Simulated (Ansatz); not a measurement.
A structure relaxed at PBE-D4/def2-SVP in Ansatz, charge 0, singlet:

Cartesian coordinates in Å:
```
Sc 1.5919 -1.6819 -0.9164
Sc 2.8054 0.8087 0.1934
Sc -1.9724 -1.0882 -0.0353
Sc -2.7095 1.6728 1.1147
Sc -0.1752 0.1377 2.0630
Sc -0.5863 -2.4823 -2.6423
Sc 0.0045 0.8109 -1.2160
Sc 1.0089 2.7646 1.3916
O 0.0390 -0.8403 0.3118
O -2.0574 -0.3472 1.8706
O -0.7095 2.0812 1.8232
O 0.3685 -0.7274 -2.3978
O 0.8221 -3.2715 -1.7071
O 1.7449 1.0832 1.9674
O -4.1610 2.5293 1.3475
O 3.4940 -0.7875 -0.9393
O 1.3607 2.1728 -0.4527
O 3.1099 -1.2154 0.4485
O -1.9278 0.7614 -0.7478
O -2.0508 -2.3809 -1.4769
```

Question: Give its formula.

Answer: the cluster Sc8O12.

Question: Summarise the bond lengths by kind (pairs closer than 1.2 times the sum of covalent radii, bridged metal pairs left out).

Answer: 31 × O–Sc 1.70 to 2.25 Å; 1 × O–O 1.50 Å.

Single mean-field runs in def2-SVP are fitted with def2-universal-jkfit. The structure holds one bond between oxygen atoms, so isomers without such links may lie far lower. The restricted singlet is unstable: a solution with broken spin symmetry lies lower. Another isomer (singlet) lies 2.90 eV lower at PBE0-D4/def2-TZVP; other spin states weren't run for this one.
